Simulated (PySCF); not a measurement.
## Pt: excitation energy

Pt [Xe] 4f14 5d9 6s1 (3D) → Pt [Xe] 4f14 5d8 6s1 7s1 (5F), as a difference of total energies. Calculation: PySCF 2.14, in aug-cc-pwCVDZ-PP with ECP60MDF (6s6p5d3f, 70 functions); scalar relativity through the core potential. Correlated levels: valence: 5s2 5p6 frozen; valence and next inner shell: nothing frozen outside the core potential. The calculations carry no spin-orbit coupling.

```csv
method,excitation energy (eV)
UHF,5.404
LDA,7.725
PBE,7.243
PBE0,7.011
r2SCAN,6.939
M06,7.660
B3LYP,7.267
CAM-B3LYP,7.260
MP2 (valence),7.141
SCS-MP2 (valence),7.157
MP2 (valence and next inner shell),7.109
```

Question: Estimate what SCS-MP2 (valence and next inner shell) gives.

Answer: 7.022 eV, closest to PBE0 among the rows shown.

Question: Estimate what r2SCAN0 gives.

Answer: 6.841 eV, closest to r2SCAN among the rows shown.

The promoted electron is Rydberg-like, and one or two diffuse shells describe it only roughly, which tends to raise the upper state.
